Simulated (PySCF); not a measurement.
**Ions at one geometry of [Y(H2O)2]3+**

PySCF 2.14.0, RKS PBE0, Y def2-SVP with ECP28, O def2-SVP, H def2-SVP; non-relativistic Hamiltonian with scalar-relativistic core potentials where named; density fitting; no spin-orbit coupling; singlets restricted, open shells unrestricted. The geometry is relaxed for charge +3, singlet, vacuum:

```xyz
7

Y    -1.0234   -0.2919   -0.0116
O     0.1414    0.0077    1.8034
H     1.0394    0.4204    1.9122
H    -0.1107   -0.2275    2.7373
O     0.1539    0.1092   -1.8009
H     1.0759   -0.1880   -2.0271
H    -0.1235    0.6135   -2.6133
```

Energies count from the relaxed state; an electron taken off or put on is at rest in vacuum. Charges and spins are Mulliken's.

```tsv
state	energy (eV)	spin squared	charge on Y1 (e)	spin on Y1 (e)	dipole about the centre of mass (D)
charge +3, singlet, vacuum	0.00	0.00	2.13	0.00	1.32
charge +4, doublet, vacuum	29.36	0.76	2.36	-0.05	4.77
```

Q: What does the state charge +2, doublet, vacuum give?

A: energy (eV) -16.32, spin squared 0.75, charge on Y1 (e) 1.38, spin on Y1 (e) 1.00, dipole about the centre of mass (D) 1.99.

With an electron taken off (doublet) the charges change, summed by element, by Y +0.23 e, O +0.53 e, H +0.24 e. The vertical ionisation energy is 29.36 eV, against −ε(HOMO) = 26.88 eV of the relaxed state. The level lies 2.5 eV too high, as is usual for semilocal functionals and global hybrids, which keep a self-interaction error.

With an electron put on (doublet) the charges change, summed by element, by Y -0.75 e, O -0.04 e, H -0.20 e. The vertical electron affinity is 16.32 eV, against −ε(LUMO) = 19.00 eV of the relaxed state.

Open shells may have lower solutions than those found.
